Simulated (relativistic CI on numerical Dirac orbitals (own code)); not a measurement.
Re6+ (5d) in a crystal field

Calculated by Dirac-Coulomb-Breit CI, separate exchange-only KLI orbitals for each configuration, QED by a radiative potential, valence Slater integrals scaled by 0.9, one configuration in a parametric crystal field (own radial code).

Field parameters in Wybourne normalisation: D4h B²₀ = −7Ds, B⁴₀ = 21(Dq − Dt), B⁴₄ = 21√(5/14) Dq; Td as Oh with Dq negative (B⁴₀ = 21Dq, B⁴₄ = √(5/14) B⁴₀). The field is a parameter set, without covalency.

S and J are read from ⟨S²⟩ = S(S + 1) and ⟨J²⟩ = J(J + 1) of each level; they are not fictitious spins.

Td, 10Dq = -10500 cm⁻¹, the lowest 3 levels:

| E (cm⁻¹) | Degeneracy | Irrep | S | J |
| --- | --- | --- | --- | --- |
| 0.0 | 4 | Γ8 | 0.50 | 1.72 |
| 13183 | 4 | Γ8 | 0.50 | 2.34 |
| 17013 | 2 | Γ7 | 0.50 | 2.50 |

D4h, 10Dq = 20350, Ds = 2680, Dt = 110 cm⁻¹, the lowest 5 levels:

```csv
E (cm⁻¹),Degeneracy,Irrep,S,J
0.0,2,Γ6,0.50,1.71
3450,2,Γ7,0.50,1.95
11810,2,Γ7,0.50,2.34
21215,2,Γ6,0.50,2.35
32209,2,Γ7,0.50,2.31
```

Principal g values of the ground doublet: 0.12, 1.05, 1.05.

D4h, 10Dq = 36400, Ds = -320, Dt = -190 cm⁻¹, the lowest 5 levels:

| E (cm⁻¹) | Degeneracy | Irrep | S | J |
| --- | --- | --- | --- | --- |
| 0.0 | 2 | Γ7 | 0.50 | 1.82 |
| 41.4 | 2 | Γ6 | 0.50 | 1.83 |
| 6865 | 2 | Γ7 | 0.50 | 2.50 |
| 39778 | 2 | Γ7 | 0.50 | 2.26 |
| 41973 | 2 | Γ6 | 0.50 | 2.25 |

Principal g values of the ground doublet: 0.18, 0.18, 0.79.

The free-ion ground term has S = 1/2. Every field shown keeps that spin.

Levels of this model without a field, named by their leading LS term: ²D3/2 0, ²D5/2 10343 cm⁻¹.
